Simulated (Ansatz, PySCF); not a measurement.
System: GeH, charge 0, multiplicity 2. SMILES: [GeH]
Geometry from a B3LYP-D3(BJ)/def2-TZVP (Ansatz, a first-principles code) optimisation:
```
Ge
H 1 1.6063
```
Charge 0, spin multiplicity 2.

Wanted: atomisation energy, in kcal/mol. Set-up: non-relativistic; six Cartesian d functions in 6-31G* and its kin unless marked 5d; atomisation electronic, to ground-state atoms; no spin-orbit coupling; UHF or UKS for open shells. Ab initio and DFT rows: single points at B3LYP-D3(BJ) geometries (Ansatz).

| species | coefficient | E at B3LYP/6-31G* (Ansatz), Eh | E at M06-2X/def2-TZVPD (PySCF), Eh |
|---|---|---|---|
| [GeH] (GeH) | -1 | -2077.29984 | -2077.53021 |
| Ge atom | +1 | -2076.69146 | -2076.92526 |
| H atom | +1 | -0.50027 | -0.49815 |

 1 Eh = 627.5095 kcal/mol.

**Question.** Compute it at each level from the table.

**Answer.** 
- B3LYP/6-31G*: the sum of coefficient times E is 0.10811 Eh, or 67.84 kcal/mol. Result: 67.8 kcal/mol.
- M06-2X/def2-TZVPD: the sum of coefficient times E is 0.10680 Eh, or 67.02 kcal/mol. Result: 67.0 kcal/mol.
